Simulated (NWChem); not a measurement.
System: SiH₄SeO; SMILES [SiH3]O[SeH]

Input file for NWChem:

```
start job
memory heap 200 mb stack 900 mb global 1100 mb
geometry units angstroms noautoz
  Se    -0.253721     1.020298     0.616002
  H     -0.435316     1.406397    -0.800470
  O     -0.971229    -0.636984     0.460142
  Si     0.039883    -1.907675     0.015903
  H      0.587593    -1.690018    -1.358012
  H     -0.820924    -3.123298     0.038810
  H      1.174597    -2.055839     0.975226
end
basis spherical
  * library def2-svp
end
dft
  xc xcamb88 1.00 lyp 0.81 vwn_5 0.19 hfexch 1.00
  cam 0.33 cam_alpha 0.19 cam_beta 0.46
  iterations 150
  vectors input atomic output neutral.movecs
end
task dft energy
charge 1
dft
  odft
  mult 2
  vectors input atomic output cation.movecs
end
task dft energy
```

Structure relaxed at the PBE0/def2-SVP level.

Ions are spin-unrestricted doublets at the neutral geometry; other ion states weren't tried.

Task: What results follow from this input? (CAM-B3LYP/def2-SVP, vertical spin-unrestricted ions.) Quantities: vertical ionisation energy, ΔSCF (eV); −ε(HOMO) (eV).

Result: 
```
Item                                   Result
-------------------------------------  ------
vertical ionisation energy, ΔSCF (eV)    9.32
−ε(HOMO) (eV)                            8.07
```
